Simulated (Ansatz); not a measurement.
Input and output for C2H3BrO, SMILES `O=CCBr`.

```yaml
crystal:
  periodic: [false, false, false]
  atoms:
    - {symbol: O, position_ang: [-0.667592, -1.071237, 1.409261]}
    - {symbol: C, position_ang: [-0.274073, -0.811547, 0.308920]}
    - {symbol: C, position_ang: [0.325152, 0.518818, -0.051523]}
    - {symbol: Br, position_ang: [-0.576003, 1.197916, -1.627370]}
    - {symbol: H, position_ang: [-0.325428, -1.544638, -0.521166]}
    - {symbol: H, position_ang: [1.376422, 0.407807, -0.320549]}
    - {symbol: H, position_ang: [0.202823, 1.234881, 0.756725]}
basis:
  gaussian: {orbitals: def2-TZVPP}
total_charge: -1
magnetization: {spin_polarized: true, initial_magnetization: 1}
hamiltonian: {xc: {name: HF}}
correlation: {active_space: {window: {electrons: 3, orbitals: 2}}}
accuracy: high
```

```sh
$ ansatz run in.yaml --threads 2 --pin off --events-out ev --progress --plain --max-ram 4352MiB
```

It prints (some lines left out):

```
Error: invalid value for `correlation.active_space`: it starts from restricted Hartree–Fock orbitals; set hamiltonian.xc: hf without magnetization.spin_polarized
```
